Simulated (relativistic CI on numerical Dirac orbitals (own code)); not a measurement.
Level scheme of P III

These numbers are calculated, not measured: Dirac-Coulomb-Breit CI, separate exchange-only KLI orbitals for each configuration, model QED, valence Slater integrals scaled by 0.85, configuration energies shifted to the measured levels that pair with them (semi-empirical) (own radial code, finite nucleus).

Configuration list (outside the closed core [Ne]): 3s²3p, 3s3p², 3s²4s, 3s²4p, 3p³, 3s3p3d, 3s²5s, 3s²3d, 3p3d², 3s²4d, 3s²4f, 3s²5p, 3s3p4s, 3p²3d, 3s²5d, 3s²5f, 3s²5g, 3p²4s, 3s3d², 3s3p4p, 3s3d4s, 3p²4p, 3s4s², 3s3d4p, 3s4s4p, 3s3p4d, 3s3p5s, 3s3p4f, 3s3p5p, 3s4p². Levels of other configurations are missing.

The lowest level is 3s²3p ²P°1/2, with 96 % of that term; Hund's rules for 3s²3p give ²P° with J = 1/2, in agreement.

| No. | Configuration | Term | J | E (cm⁻¹) | % | Next component (%) | Landé g |
| --- | --- | --- | --- | --- | --- | --- | --- |
| 1 | 3s²3p | ²P° | 1/2 | 0.0 | 96 | 2 3p³ ²P° | 0.666 |
| 2 | 3s²3p | ²P° | 3/2 | 542.6 | 96 | 2 3p³ ²P° | 1.334 |
| 3 | 3s3p² | ⁴P | 1/2 | 57374.2 | 99 |  | 2.670 |
| 4 | 3s3p² | ⁴P | 3/2 | 57570.6 | 99 |  | 1.735 |
| 5 | 3s3p² | ⁴P | 5/2 | 57885.7 | 99 |  | 1.601 |
| 6 | 3s3p² | ²D | 3/2 | 76355.0 | 80 | 18 3s²3d ²D | 0.800 |
| 7 | 3s3p² | ²D | 5/2 | 76386.5 | 80 | 18 3s²3d ²D | 1.200 |
| 8 | 3s3p² | ²S | 1/2 | 99768.9 | 96 | 2 3s3d² ²S | 2.001 |
| 9 | 3s3p² | ²P | 1/2 | 108290.1 | 94 | 5 3p²3d ²P | 0.667 |
| 10 | 3s3p² | ²P | 3/2 | 108651.9 | 94 | 5 3p²3d ²P | 1.334 |
| 11 | 3s²4s | ²S | 1/2 | 117836.1 | 95 | 3 3p²4s ²S | 2.002 |
| 12 | 3s²3d‡ | ²D | 3/2 | 118992.5 | 78 | 17 3s3p² ²D | 0.800 |
| 13 | 3s²3d‡ | ²D | 5/2 | 118995.2 | 78 | 17 3s3p² ²D | 1.200 |
| 14 | 3s²4p | ²P° | 1/2 | 141377.0 | 95 | 3 3p²4p ²P° | 0.666 |
| 15 | 3s²4p | ²P° | 3/2 | 141508.7 | 95 | 3 3p²4p ²P° | 1.334 |
| 16 | 3p³ | ²D° | 3/2 | 148439.5 | 52 | 47 3s3p3d ²D° | 0.800 |
| 17 | 3p³ | ²D° | 5/2 | 148500.9 | 52 | 47 3s3p3d ²D° | 1.200 |
| 18 | 3p³ | ⁴S° | 3/2 | 159123.4 | 98 | 1 3p3d² ⁴S° | 2.002 |
| 19 | 3s3p3d | ⁴F° | 3/2 | 160199.6 | 99 | 1 3s3p4d ⁴F° | 0.399 |
| 20 | 3s3p3d | ⁴F° | 5/2 | 160309.3 | 99 | 1 3s3p4d ⁴F° | 1.029 |
| 21 | 3s3p3d | ⁴F° | 7/2 | 160465.3 | 99 | 1 3s3p4d ⁴F° | 1.239 |
| 22 | 3s3p3d | ⁴F° | 9/2 | 160670.2 | 99 | 1 3s3p4d ⁴F° | 1.334 |
| 23 | 3p³ | ²P° | 3/2 | 170710.5 | 62 | 34 3s3p3d ²P° | 1.334 |
| 24 | 3p³ | ²P° | 1/2 | 170764.3 | 63 | 34 3s3p3d ²P° | 0.666 |
| 25 | 3s3p3d | ⁴P° | 5/2 | 173426.3 | 97 | 1 ⁴D° | 1.598 |
| 26 | 3s3p3d | ⁴P° | 3/2 | 173599.2 | 97 | 1 ⁴D° | 1.729 |
| 27 | 3s3p3d | ⁴P° | 1/2 | 173715.8 | 98 | 1 3s3p4s ⁴P° | 2.658 |
| 28 | 3s3p3d | ⁴D° | 1/2 | 175259.8 | 99 | 1 3p3d² ⁴D° | 0.010 |
| 29 | 3s3p3d | ⁴D° | 3/2 | 175307.6 | 98 | 1 ⁴P° | 1.207 |
| 30 | 3s3p3d | ⁴D° | 5/2 | 175366.5 | 98 | 1 ⁴P° | 1.375 |

Energies count from the lowest computed level; ° marks odd parity. ‡ marks configurations that were not tied to measured data.

The mean weight of the leading LS term, summed over parents, in these 30 levels is 89 %, and that of the leading jj configuration (from the same eigenvectors) 64 %, so LS coupling describes them better.

Configurations whose levels could be paired with our table of measured levels were shifted onto them, all but the ground configuration, by the median error of their levels; single terms can still be off by 1,000 to 2,000 cm⁻¹ or more, and rates follow the energies as ν³ (E1, M1) or ν⁵ (E2). The others borrow a shift and can be off by several thousand cm⁻¹ or more. The fine structure of a lone outer electron comes out too small, for d and f at times inverted, and misplaced configurations move strength between like terms. 13 of the 13 excited levels that our extract of the measured tables holds in this range could be paired (the sources list more); they are missed by 344 cm⁻¹ on average and 761 at most, after the shifts were fitted to these levels, and levels without a partner can miss by more.

LS names give the leading component of a level, which can be under half, so a name can repeat, a term be missing and a line seem to break the LS rules.
